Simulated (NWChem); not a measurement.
System: CdSiH₄SO; SMILES [SiH3][O][Cd][SH]

```xyz
8

Cd     0.1311    -0.3833     0.0023
S     -0.2464    -2.6780     0.0570
H     -0.5279    -2.7473    -1.2639
O      0.5281     1.5406    -0.0074
Si    -0.3075     2.9559     0.0165
H     -1.2225     3.0930    -1.1675
H      0.6469     4.1074    -0.0039
H     -1.1671     3.0874     1.2416
```
Atoms are numbered in this order, from 1.

All runs use the structure optimised with PBE0/def2-SVP. No frequency run checked for a minimum. def2 effective core potentials on Cd; no spin-orbit coupling.

List the 4 lowest vertical singlet excitations from B3LYP/def2-SVPD with def2 effective core potentials on Cd, TDA (NWChem).


```json
[
 {"state": "S1", "energy (eV)": "4.22", "oscillator strength": "0.018", "leading excitation (squared amplitude)": "HOMO → LUMO (0.99)"},
 {"state": "S2", "energy (eV)": "4.81", "oscillator strength": "0.006", "leading excitation (squared amplitude)": "HOMO−1 → LUMO (0.98)"},
 {"state": "S3", "energy (eV)": "5.16", "oscillator strength": "0.058", "leading excitation (squared amplitude)": "HOMO−2 → LUMO (0.93)"},
 {"state": "S4", "energy (eV)": "5.39", "oscillator strength": "0.000", "leading excitation (squared amplitude)": "HOMO → LUMO+1 (0.99)"}
]
```
